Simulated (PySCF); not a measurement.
C2H8SiZn. Atoms are numbered in the order given.

```xyz
12

Zn     0.1610    -0.1113    -0.0074
C     -0.3669    -1.2462    -1.5277
C     -1.7473    -0.9396    -2.1284
H     -0.3260    -2.3004    -1.1945
H      0.4129    -1.1534    -2.3071
H     -1.8109     0.0944    -2.5072
H     -2.5550    -1.0609    -1.3869
H     -1.9876    -1.6067    -2.9759
Si     0.8035     1.2641     1.8356
H      0.2346     0.7848     3.1340
H      0.3510     2.6816     1.6769
H      2.2874     1.3159     2.0214
```
Charge 0, spin multiplicity 1.

Coordinates come from a TPSSh-D3(BJ)/def2-SVP optimisation. The structure was generated by enumeration; whether it is a known compound was not checked. The values are those of a single conformer.

These are KT2/pcSseg-1 (PySCF) values and carry that method's errors.

GIAO shieldings, no solvent; atoms alike by connectivity are averaged. δ = σ(ref) − σ: ¹³C against TMS (σ = 185.1 ppm); ¹H against TMS (σ = 31.47 ppm); ²⁹Si against TMS (σ = 361.9 ppm), references at their B3LYP-D3(BJ)/def2-TZVP geometries, non-relativistic.

```
nucleus          atoms  count  δ (ppm)
-------  -------------  -----  -------
¹³C                 C2      1     17.8
¹³C                 C3      1     14.7
¹H       H10, H11, H12      3     3.14
¹H          H6, H7, H8      3     1.58
¹H              H4, H5      2     1.00
²⁹Si               Si9      1   -141.4
```
